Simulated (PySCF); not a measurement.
# Computed structure and properties of [PbH3(NH3)]−

System: [PbH3(NH3)]− (singlet); start: template (C3v). Method: PySCF 2.14.0, RKS PBE0, Pb def2-SVP with ECP60, H def2-SVP, N def2-SVP; non-relativistic Hamiltonian with scalar-relativistic core potentials where named; density fitting; no spin-orbit coupling.

Input of the relaxation:

```python
mol = gto.M(atom='''
Pb     0.10485    -0.10485     0.10485
H      1.35775     1.14805     1.35775
H     -1.14805    -1.35775     1.35775
H      1.35775    -1.35775    -1.14805
N     -1.33275     1.33275    -1.33275
H     -1.94595     1.94595    -0.79565
H     -0.79565     1.94595    -1.94595
H     -1.94595     0.79565    -1.94595''',
    basis={'Pb': 'def2-SVP', 'H': 'def2-SVP', 'N': 'def2-SVP'},
    ecp={'Pb': 'def2-SVP'},
    charge=-1, spin=0)
mf = dft.RKS(mol, xc='PBE0')
mf.grids.atom_grid = (50, 194)
mf = mf.density_fit()  # fitting sets: Pb def2-universal-JKFIT, H def2-universal-JKFIT, N def2-universal-JKFIT
mf.conv_tol = 1e-08; mf.max_cycle = 55
mf.kernel(dm0)  # dm0: converged density of the start geometry
# quasi-Newton relaxation in Cartesian coordinates to a largest gradient under 0.00045 Eh/bohr, steps kept in the point group
```

Run from Python with OMP_NUM_THREADS=2; the lines above give its settings. Where DIIS fails, smearing, a level shift and second-order steps follow.
It took 25 s on 2 threads of AMD EPYC 9R45 96-Core Processor (Zen 5) (shared host), from the converged density of the start.

Course of the relaxation:

```json
{"step": "0", "energy above end (eV)": "2.7679", "largest force component within the symmetry (eV/Å)": "1.324"}
{"step": "1", "energy above end (eV)": "2.2709", "largest force component within the symmetry (eV/Å)": "0.983"}
{"step": "2", "energy above end (eV)": "1.6254", "largest force component within the symmetry (eV/Å)": "0.589"}
{"step": "3", "energy above end (eV)": "1.1434", "largest force component within the symmetry (eV/Å)": "0.368"}
{"step": "4", "energy above end (eV)": "0.9065", "largest force component within the symmetry (eV/Å)": "0.222"}
{"step": "5", "energy above end (eV)": "0.8280", "largest force component within the symmetry (eV/Å)": "0.315"}
{"step": "6", "energy above end (eV)": "0.7791", "largest force component within the symmetry (eV/Å)": "0.281"}
{"step": "7", "energy above end (eV)": "0.7179", "largest force component within the symmetry (eV/Å)": "0.186"}
{"step": "17", "energy above end (eV)": "0.0418", "largest force component within the symmetry (eV/Å)": "0.080"}
{"step": "18", "energy above end (eV)": "0.0150", "largest force component within the symmetry (eV/Å)": "0.196"}
{"step": "19", "energy above end (eV)": "0.0010", "largest force component within the symmetry (eV/Å)": "0.132"}
{"step": "20", "energy above end (eV)": "0.0001", "largest force component within the symmetry (eV/Å)": "0.040"}
{"step": "21", "energy above end (eV)": "0.0000", "largest force component within the symmetry (eV/Å)": "0.011"}
{"step": "22", "energy above end (eV)": "0.0000", "largest force component within the symmetry (eV/Å)": "0.014"}
```
(The steps between are left out.)

Relaxed geometry (C3v):

```xyz
8

Pb    0.3087   -0.3087    0.3087
H     1.5532    0.3478    1.5532
H    -0.3478   -1.5532    1.5532
H     1.5532   -1.5532   -0.3478
N    -2.0530    2.0530   -2.0530
H    -2.1607    2.1607   -1.0409
H    -1.0409    2.1607   -2.1607
H    -2.1607    1.0409   -2.1607
```

```json
{"contact": "Pb1–H2 (H)", "Å": "1.878"}
{"contact": "Pb1–H3 (H)", "Å": "1.878"}
{"contact": "Pb1–H4 (H)", "Å": "1.878"}
{"contact": "Pb1–H6 (NH3)", "Å": "3.744"}
```

Some metal–ligand contacts ended over 25 % longer than in the template from which the work began, so those ligands are loosely bound or lost.

On the finer grid (75, 302):

The HOMO is -0.70 eV. The LUMO is 5.23 eV, the dipole about the centre of mass is 1.31 D and the set of Mulliken populations of Pb1 outside the core potential is s 3.80, p 8.48, d 10.04. The D3(BJ) dispersion energy (not in the energies) is -0.085 eV.

```csv
atom,Mulliken (e),Löwdin (e),spin (e)
Pb1,-0.32,-0.47,0.00
H2,-0.22,-0.17,0.00
H3,-0.22,-0.17,0.00
H4,-0.22,-0.17,0.00
N5,-0.28,-0.18,0.00
H6,0.09,0.05,0.00
H7,0.09,0.05,0.00
H8,0.09,0.05,0.00
```

On the grid (50, 194), as all that follows. Harmonic modes: a minimum; lowest 71 cm⁻¹ (negative: unstable), highest 3576 cm⁻¹, zero-point energy 1.392 eV.

Taking off one H (charge -1, singlet; the rest: singlet) in vacuum, both parts rigid, costs 4.30 eV; the small basis without counterpoise inflates it.

Rigid scan of H along the line from its metal:

| distance to H2 (Å) | energy (eV) |
| --- | --- |
| 1.58 | 0.552 |
| 1.68 | 0.211 |
| 1.78 | 0.046 |
| 1.88 | 0.000 |
| 1.98 | 0.035 |
| 2.08 | 0.123 |
| 2.28 | 0.389 |
| 2.58 | 0.864 |
| 2.98 | 1.452 |
| 3.48 | 2.013 |

Taking off one NH3 (charge 0, singlet; the rest: singlet) in vacuum, both parts rigid, costs 0.27 eV; the small basis without counterpoise inflates it.

Rigid scan of NH3 along the line from its metal:

```json
{"distance to N5 (Å)": "3.79", "energy (eV)": "0.017"}
{"distance to N5 (Å)": "3.89", "energy (eV)": "0.007"}
{"distance to N5 (Å)": "3.99", "energy (eV)": "0.001"}
{"distance to N5 (Å)": "4.09", "energy (eV)": "0.000"}
{"distance to N5 (Å)": "4.19", "energy (eV)": "0.002"}
{"distance to N5 (Å)": "4.29", "energy (eV)": "0.006"}
{"distance to N5 (Å)": "4.49", "energy (eV)": "0.019"}
{"distance to N5 (Å)": "4.79", "energy (eV)": "0.044"}
{"distance to N5 (Å)": "5.19", "energy (eV)": "0.079"}
{"distance to N5 (Å)": "5.69", "energy (eV)": "0.116"}
```

One start shape was tried, so this needn't be the lowest isomer.
